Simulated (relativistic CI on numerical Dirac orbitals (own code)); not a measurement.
# Hyperfine structure of Cd⁴²⁺, mass number 111

Calculated at this level of theory: Dirac-Coulomb-Breit CI, orbitals from a KLI potential per configuration, QED by a radiative potential, unscaled Slater integrals (own radial code, finite nucleus).

Configurations in the expansion (outside the closed core 1s2): 2s2 2p2, 2s 2p3, 2p4, 2p3 3s, 2p3 3p, 2p3 3d, 2s2 2p 3s, 2s2 2p 3p, 2s2 2p 3d, 2s 2p2 3s, 2s 2p2 3p, 2s 2p2 3d, 2s2 2p 4s, 2s2 2p 4p, 2s2 2p 4d, 2s2 2p 4f. Levels of other configurations are missing.

Nuclear spin I = 1/2, μ = -0.594 μN (tables of Stone and Pyykkö). The electronic factors are computed for point nuclear moments, without core polarisation or the Bohr-Weisskopf and QED corrections.

| Level | E (Ry) | A (GHz) |
| --- | --- | --- |
| 2s2 2p2 3P_1 | 14.2114 | 71.04 |
| 2s2 2p2 1D_2 | 15.2675 | -567.9 |
| 2s2 2p2 3P_2 | 30.2431 | -260.5 |
| 2s 2p3 3D°_2 | 39.1221 | -1032 |
| 2s 2p3 3D°_3 | 41.3819 | -1236 |
| 2s 2p3 1D°_2 | 45.3645 | -6.086 |
| 2p4 3P_2 | 57.9730 | -240.8 |

Levels with J = 0, under 50 % of one LS term, or S terms without an open s electron are left out. Small factors come from cancelling terms and can be off by tens of per cent or more.

At this charge energies of transitions that change n are usually good to better than 1 %, and those within a shell (Δn = 0) to a few per cent.

**Question.** Give the hyperfine levels of 2s2 2p2 1D_2 relative to its centre of gravity.

**Answer.** With K = F(F + 1) − I(I + 1) − J(J + 1), E = AK/2: F = 3/2: 851.9, F = 5/2: -567.9 GHz.

LS names give the leading component of a level, which can be under half, so a name can repeat, a term be missing and a line seem to break the LS rules.
